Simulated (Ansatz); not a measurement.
One change: `[GaH2][SiH2][SnH3]` becomes `N[SiH2][GaH2]`.

Ansatz, PBE0-D4/def2-TZVP geometries, multiplicity 1. Each molecule was computed in one conformer, which needn't be the lowest.

Elements past krypton have def2 core potentials. Scalar relativity is left out up to krypton.

```json
{"property": "ideal-gas entropy at 298 K and 1 bar (rigid rotor, harmonic PBE0-D4/def2-TZVP) / J/(mol·K)", "`[GaH2][SiH2][SnH3]`": "395"}
{"property": "size of the dipole moment (ωB97M-V/def2-TZVPP) / D", "`[GaH2][SiH2][SnH3]`": "0.55"}
{"property": "LUMO energy (B3LYP/def2-TZVPP) / eV", "`[GaH2][SiH2][SnH3]`": "-2.51"}
{"property": "LUMO energy (ωB97M-V/def2-TZVPP) / eV", "`[GaH2][SiH2][SnH3]`": "-0.59"}
{"property": "size of the dipole moment (B3LYP/def2-TZVPP) / D", "`[GaH2][SiH2][SnH3]`": "0.51"}
{"property": "zero-point energy (PBE0-D4/def2-TZVP) / kJ/mol", "`[GaH2][SiH2][SnH3]`": "132.0"}
```

Task: What does the change do to each property? (Best estimate.)

Result: Computed: 
```
                                                                                  property  `N[SiH2][GaH2]`  shift
ideal-gas entropy at 298 K and 1 bar (rigid rotor, harmonic PBE0-D4/def2-TZVP) / J/(mol·K)              338    -57
                                        size of the dipole moment (ωB97M-V/def2-TZVPP) / D             1.39   0.84
                                                       LUMO energy (B3LYP/def2-TZVPP) / eV            -2.22   0.29
                                                     LUMO energy (ωB97M-V/def2-TZVPP) / eV            -0.23   0.36
                                          size of the dipole moment (B3LYP/def2-TZVPP) / D             1.39   0.88
                                            zero-point energy (PBE0-D4/def2-TZVP) / kJ/mol            146.8   14.8
```

The zero-point energy changes by 14.8 kJ/mol with -3 modes. Dipoles are sizes alone; their direction can turn. Modes under 60 cm⁻¹, often nearly free rotors, make the harmonic entropy too high.

B3LYP here is the variant with VWN-RPA as its local correlation; programs differ in this.
